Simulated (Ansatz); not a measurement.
Total energies of `CN([SiH3])C=O`.

Cartesian coordinates in Å:
```
C -1.121 -0.143 -0.900
N 0.103 -0.172 -0.112
Si 0.296 0.958 1.206
C 1.058 -1.093 -0.444
O 0.976 -1.894 -1.343
H -1.057 -0.918 -1.664
H -1.994 -0.335 -0.270
H -1.248 0.828 -1.386
H -0.794 0.762 2.195
H 0.219 2.348 0.689
H 1.619 0.694 1.818
H 1.945 -1.034 0.212
```

Total charge 0; spin multiplicity 1. The structure was optimised at the PBE0-D4/def2-TZVP level. It is one conformer, not always the lowest. Basis def2-TZVPP, the Gaussian-basis code of Ansatz.

RPA on PBE orbitals: Hartree–Fock energy of these orbitals -498.10887 Eh, correlation -1.48180 Eh (frozen core).

```json
{"functional": "LDA (SPW92)", "energy without D4 (Eh)": "-497.11015", "D4 term (kJ/mol)": "–"}
{"functional": "PBE", "energy without D4 (Eh)": "-499.60126", "D4 term (kJ/mol)": "-24.1"}
{"functional": "revPBE", "energy without D4 (Eh)": "-499.87952", "D4 term (kJ/mol)": "-79.0"}
{"functional": "BLYP", "energy without D4 (Eh)": "-499.93425", "D4 term (kJ/mol)": "-53.7"}
{"functional": "B97M-V", "energy without D4 (Eh)": "-499.90126", "D4 term (kJ/mol)": "–"}
{"functional": "PBE0", "energy without D4 (Eh)": "-499.64123", "D4 term (kJ/mol)": "-20.3"}
{"functional": "B3LYP", "energy without D4 (Eh)": "-500.03538", "D4 term (kJ/mol)": "-38.7"}
{"functional": "HSE06 (plane-wave form)", "energy without D4 (Eh)": "-499.62363", "D4 term (kJ/mol)": "-18.8"}
{"functional": "BHLYP", "energy without D4 (Eh)": "-499.88690", "D4 term (kJ/mol)": "-28.0"}
{"functional": "CAM-B3LYP", "energy without D4 (Eh)": "-499.92126", "D4 term (kJ/mol)": "-20.4"}
{"functional": "LC-ωPBE", "energy without D4 (Eh)": "-499.78485", "D4 term (kJ/mol)": "–"}
{"functional": "ωB97X-V", "energy without D4 (Eh)": "-499.89567", "D4 term (kJ/mol)": "–"}
{"functional": "ωB97M-V", "energy without D4 (Eh)": "-499.89787", "D4 term (kJ/mol)": "–"}
{"functional": "B2PLYP", "energy without D4 (Eh)": "-499.72178", "D4 term (kJ/mol)": "–"}
```

Q: Give the same for r2SCAN, r2SCANh, r2SCAN0, PBE-QIDH. (Estimate.)

A: Ansatz gave: 
| functional | energy without D4 (Eh) | D4 term (kJ/mol) |
| --- | --- | --- |
| r2SCAN | -499.86375 | -6.1 |
| r2SCANh | -499.85017 | -6.4 |
| r2SCAN0 | -499.83115 | -7.0 |
| PBE-QIDH | -499.52673 | – |

B3LYP takes the VWN-RPA correlation (the form of Gaussian; ORCA's B3LYP/G). HSE06 is the plane-wave form, built on full-range PBE exchange. The double hybrids freeze the cores in their second-order part.

LC-ωPBE has ω = 0.4 bohr⁻¹.
